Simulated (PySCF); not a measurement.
This PySCF input asks for the NMR shieldings of SMILES C=C[Si]1(SC)CNC1, C5H11NSSi; the geometry comes from GFN2-xTB.

```python
import basis_set_exchange as bse
import numpy as np
from pyscf import gto, dft
from pyscf.prop import nmr

atoms = """
C    -0.196254    2.334067    2.245709
C    -0.881794    1.372477    1.648766
Si   -0.175532    0.270072    0.305792
S     1.862906    0.864493   -0.049623
C     2.346204   -0.353246   -1.315501
C    -1.233497   -0.139871   -1.248627
N    -0.938210   -1.561179   -1.057485
C    -0.517993   -1.623380    0.343635
H    -0.623825    2.956663    3.016092
H     0.828559    2.534271    1.980836
H    -1.909804    1.198225    1.939322
H     2.269071   -1.353839   -0.905545
H     1.703982   -0.251672   -2.182984
H     3.375491   -0.134102   -1.578367
H    -0.913522    0.197481   -2.236027
H    -2.292863    0.118088   -1.135781
H    -1.702834   -2.182901   -1.292898
H    -1.314991   -1.908153    1.040450
H     0.305102   -2.328244    0.474774
"""
names = dict.fromkeys(["C", "Si", "S", "N", "H"], "pcSseg-1")
basis = {el: gto.basis.parse(bse.get_basis(n, elements=[el], fmt="nwchem")) for el, n in names.items()}
mol = gto.M(atom=atoms, basis=basis, charge=0, verbose=0)
mf = dft.RKS(mol, xc="PBE0")
mf.grids.level = 2
mf.grids.alignment = dft.numint.BLKSIZE   # the property module wants whole blocks of grid points
mf.conv_tol = 1e-9
mf.kernel()

calc = nmr.RKS(mf)   # GIAO
C = mf.mo_coeff
Co = C[:, mf.mo_occ > 0]
resp = mf.gen_response(singlet=True, hermi=2)
def vind(x):   # induced exchange potential for any number of trial vectors
    d = np.einsum("pi,xij,qj->xpq", C, 2 * x.reshape(-1, C.shape[1], Co.shape[1]), Co, optimize=True)
    return np.einsum("xpq,pi,qj->xij", resp(d - d.transpose(0, 2, 1)), C, Co, optimize=True).ravel()
mo1, _ = nmr.rhf.solve_mo1(calc, with_cphf=vind)
sigma = calc.kernel(mo1)
for i, s in enumerate(sigma):   # ppm
    print("%2d %-2s %9.2f" % (i, mol.atom_pure_symbol(i), np.trace(s) / 3))
```

**Question.** What are the results?

**Answer.** 
```
 0 C      41.10
 1 C      47.06
 2 Si    322.13
 3 S     696.52
 4 C     175.15
 5 C     135.24
 6 N     238.41
 7 C     135.78
 8 H      25.23
 9 H      25.52
10 H      25.26
11 H      29.22
12 H      29.17
13 H      29.52
14 H      28.16
15 H      28.02
16 H      31.39
17 H      28.03
18 H      28.14
```

These numbers come from an equivalent density-fitted implementation of the same equations, which agrees with the script to about 0.01 ppm for H and up to a few tenths of a ppm for heavy atoms, so last digits may differ.

**Question.** Turn these shieldings into chemical shifts. Shifts are taken against calculated references (same method and geometry level): 13C (σ = 186.93 ppm), 29Si (σ = 349.16 ppm), 1H (σ = 31.72 ppm) vs TMS; 33S (σ = 503.73 ppm) against CS2; NH3 for 15N (σ = 267.73 ppm).

**Answer.** Averaging equivalent atoms: C 0: 145.8; C 1: 139.9; C 5/7: 51.4; C 4: 11.8; Si 2: 27.0; S 3: -193; N 6: 29.3; H 8: 6.49; H 10: 6.46; H 9: 6.20; H 15/17: 3.69; H 14/18: 3.57; H 11/12/13: 2.41; H 16: 0.33 ppm. Experimental scales use liquid or dissolved standards, which lie at an offset from isolated NH3 (liquid NH3: subtract about 20 ppm).

Size and cost of the density-fitted run: 205 basis functions, 100 s wall time on 1 thread of an Intel Xeon, shared host; peak memory 0.85 GiB.
